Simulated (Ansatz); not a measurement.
The dipole moment down a group: Li to K

One atom is swapped for its congeners: LiSH `[Li][SH]`; NaSH `[Na][SH]`; KSH `[SH][K]`. All are singlets with charge 0.

Shapes, held fixed at every level: PBE0-D4/def2-TZVP. Programs: Ansatz 0.2.0. Values in D.

```
               level  LiSH    KSH
   PBE-D4/def2-TZVPP  6.61   9.44
r2SCAN-D4/def2-TZVPP  6.91  10.18
 B3LYP-D4/def2-TZVPP  6.75   9.82
  wB97M-V/def2-TZVPP  6.86  10.22
```

Problem. Estimate the column for NaSH from its neighbours.

Solution. The mean of the neighbours at wB97M-V/def2-TZVPP is 8.54 D, against 8.31 from the run. All rows: PBE-D4/def2-TZVPP 7.65; r2SCAN-D4/def2-TZVPP 8.33; B3LYP-D4/def2-TZVPP 7.95; wB97M-V/def2-TZVPP 8.31 D. At wB97M-V/def2-TZVPP the dipole moment rises at every step, from 6.86 to 10.22 D. Every level shows the same order.
